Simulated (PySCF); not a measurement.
Al(Cl)(Br)(OH) (AlBrClHO), SMILES [OH][Al]([Cl])[Br].

Geometry: PBE0-D3(BJ)/def2-SVP. The values are those of a single conformer.

All values below come from TDDFT-ωB97X/def2-SVPD run with PySCF.

Vertical excitations. Gas-phase values at a fixed geometry. State labels are in the subgroup Cs.

Question: Estimate the UV-visible absorptions. (An estimate is asked for; the answer gives what the named calculation found.)

Answer: 
| state | symmetry | energy (eV) | λ (nm) | f | main pairs |
|---|---|---|---|---|---|
| S1 | A' | 6.82 | 182 | 0.034 | HOMO→LUMO 88 % |
| S2 | A" | 6.97 | 178 | 0.020 | HOMO−1→LUMO 86 % |
| S3 | A" | 7.28 | 170 | 0.000 | HOMO→LUMO+1 97 % |
| S4 | A" | 7.52 | 165 | 0.000 | HOMO−3→LUMO 80 % |
| S5 | A' | 7.63 | 163 | 0.021 | HOMO−2→LUMO 47 %, HOMO−1→LUMO+1 41 % |
| S6 | A' | 7.83 | 158 | 0.057 | HOMO−2→LUMO 31 %, HOMO−1→LUMO+1 31 %, HOMO−4→LUMO 25 % |
| S7 | A" | 8.07 | 154 | 0.000 | HOMO−2→LUMO+1 95 % |
| S8 | A' | 8.17 | 152 | 0.257 | HOMO−4→LUMO 49 %, HOMO−1→LUMO+1 17 %, HOMO−6→LUMO 10 % |
| S9 | A" | 8.24 | 150 | 0.180 | HOMO−5→LUMO 76 % |
| S10 | A' | 8.45 | 147 | 0.062 | HOMO−3→LUMO+1 82 % |
| T1 | A' | 6.51 | 190 | 0 | HOMO→LUMO 83 % |
| T2 | A" | 6.72 | 185 | 0 | HOMO−1→LUMO 82 % |
| T3 | A" | 7.17 | 173 | 0 | HOMO→LUMO+1 94 % |
| T4 | A' | 7.17 | 173 | 0 | HOMO−1→LUMO+1 65 %, HOMO−2→LUMO 19 % |
Triplets are in the Tamm–Dancoff approximation, which puts them higher than full response would, so one can lie above its singlet here.
